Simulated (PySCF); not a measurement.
## Peak assignment

Atoms are numbered as in `[CH3:1][c:2]1[cH:3][n:4]([SiH2:5][OH:6])[cH:7][n:8]1`; H(Xn) means a hydrogen on atom n.

Computed data (PySCF): geometry: GFN2-xTB, GIAO PBE0/pcSseg-1 shieldings. One averaged value for each set of equivalent atoms, no solvent model, a single conformation, non-relativistic Hamiltonian.

Chemical shifts δ = σref − σ; 13C, 1H against TMS, all at this level.

Problem. Assign these signals to the numbered atoms. 13C{1H} NMR (computed): δ 148.5 (C), 140.5 (CH), 116.0 (CH), 16.5 (CH3).

Solution. 
| δ (ppm) | atoms | environment | reason |
| --- | --- | --- | --- |
| 148.5 | C2 | substituted aromatic carbon next to a ring nitrogen | – |
| 140.5 | C7 | aromatic CH between two ring heteroatoms | – |
| 116.0 | C3 | aromatic CH next to a ring nitrogen | – |
| 16.5 | C1 | methyl carbon on an aromatic ring | a saturated carbon with 1 carbon neighbour and no heteroatom attached |

Problem. Assign these signals to the numbered atoms. 1H NMR (500 MHz, computed): δ 7.36 (m, 1H), 6.47 (m, 1H), 5.46 (s, 2H), 2.42 (s, 3H), 2.01 (br s, 1H).

Solution. 
| δ (ppm) | atoms | environment | reason |
| --- | --- | --- | --- |
| 7.36 | H(C7) | hydrogen on an aromatic CH between two ring heteroatoms | it sits in the deshielding region of the aromatic ring current |
| 6.47 | H(C3) | hydrogen on an aromatic CH next to a ring nitrogen | it sits in the deshielding region of the aromatic ring current |
| 5.46 | H(Si5) | hydrogen on a silicon bonded to N, O | – |
| 2.42 | H(C1) | hydrogen on a methyl carbon on an aromatic ring | benzylic-type position, deshielded by the ring |
| 2.01 | H(O6) | hydrogen on an oxygen bonded to Si | exchangeable, gas-phase position |

The OH or NH signal is concentration- and solvent-dependent in practice; the value given is the gas-phase one. Shifts are as computed. Against solution values, carbons near 30 ppm lie about +3 ppm off and those near 130 ppm about +5 ppm. Of 1211 compounds with measured shifts, 218 miss one by over three times the rms of a fit or turn the order of signals round; such compounds aren't used in these exercises. Multiplicities follow the n + 1 count of equivalent neighbours, as no J values were calculated; m marks all less simple cases, F and P coupling included.
